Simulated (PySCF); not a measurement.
The numbers below are computed, except where a source is named.
# CH7FNOSi2

CH7FNOSi2 is a small molecule (built as: Si site whose three back bonds go to OSiH3, CH3, F; end group NH), neutral, doublet. The structure, one conformer, was relaxed in the gas phase by PBE0-D3(BJ)/def2-SVP. No frequency run checks that it is a minimum.

SMILES: C[Si]([NH])(F)O[SiH3]

Coordinates in Å:
```
Si1    -0.643    0.451    0.324
O2      0.847   -0.209    0.521
Si3     2.365   -0.277   -0.156
C4     -1.956   -0.846    0.258
F5     -0.914    1.409    1.610
N6     -0.599    1.373   -1.164
H7      2.330   -1.077   -1.415
H8      2.868    1.096   -0.458
H9      3.272   -0.935    0.825
H10    -2.959   -0.400    0.180
H11    -1.919   -1.453    1.175
H12    -1.801   -1.509   -0.606
H13    -0.880    2.358   -1.088
```

EPR values by unrestricted B3LYP, IGLO-III on C F N O Si, pcH-1 on H.

(1) Predict g and the largest hyperfine couplings. Where does the spin sit?

(2) How do the isotropic couplings move with BHandHLYP?

Answers

(1) g = 2.0022, 2.0038, 2.0096. The spin sits on N6 (100 %, bonded to 1 Si + 1 H) by Mulliken populations.
```tsv
atom	isotope	isotropic (MHz)	dipolar, principal values (MHz)
H13	1H	-57.8	-51.1, -7.9, 58.9
N6	14N	26.9	-41.2, -40.7, 82.0
Si1	29Si	36.8	-1.4, 0.3, 1.2
H11	1H	18.1	-2.1, -1.0, 3.1
C4	13C	12.6	-2.5, -2.5, 5.0
O2	17O	-5.8	-8.8, 4.3, 4.5
```

(2) H13 -57.8 to -66.5 MHz, N6 26.9 to 35.6 MHz, Si1 36.8 to 43.6 MHz, H11 18.1 to 14.4 MHz.

The 2 runs behind this took 3.6 min in all, one thread each of Arm Neoverse V1 on a shared host, launched as `OMP_NUM_THREADS=1 python cluster_run.py task.json out`.
